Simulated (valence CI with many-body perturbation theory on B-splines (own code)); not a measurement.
**Tb43+: key properties**

Computed by configuration interaction combined with many-body perturbation theory (CI+MBPT): four valence electrons over a frozen Dirac-Fock core [Ar], a basis of 7 s, 7 p, 8 d, 6 f, 4 g, 1 h functions for each j, with the one-electron correlation potential Σ1, the two-electron term Σ2, the three-electron term Σ3, Breit, model QED; selected CI, second order for the rest (own B-spline code, finite nucleus).

No measured spectrum was set against this ion. As an estimate, large intervals hold to a few tenths of a per cent, small ones and those within an open d or f shell to about a per cent. Only levels of the ground parity were solved; by the run's estimate the other parity begins above the list, which can be wrong where configurations are misplaced.

Levels are named by their leading jj configuration (3d3/2^4 stands for four electrons in 3d with j = 3/2), which in mixed levels can hold well under half, so a name can repeat and another be missing.

Rates and lifetimes use the calculated energies. Strong lines usually hold to 10 to 20 %, long lifetimes can be off by a factor of two.

(1) What is the ground level?

(2) What is the ionisation energy?

(3) Name the longest-lived excited levels whose lifetime is computed, and their main decay.

(4) How well does LS coupling describe the low levels?

## Answers

(1) (3d3/2^4) J=0, composition 58 % 3d4 3P + 29 % 3d4 5D + 12 % 3d4 1S.

(2) 3458.6 eV; NIST lists 3458 ± 4 eV (theoretical).

(3) (3d3/2^2 3d5/2^2) J=6 at 654150 cm⁻¹ lives 13.4 ms, mostly by M1 to (3d3/2^2 3d5/2^2) J=5. The lifetime of (3d3/2^3 3d5/2) J=4 is too uncertain to give, and may be longer.

(4) Among the lowest 20 levels the leading LS term, summed over configurations, holds 47 % on average. For single configurations the figures are 47 % in LS and 93 % in jj coupling. Terms mix most in the J = 4 level at 918060 cm⁻¹, where the leading one holds 27 %.
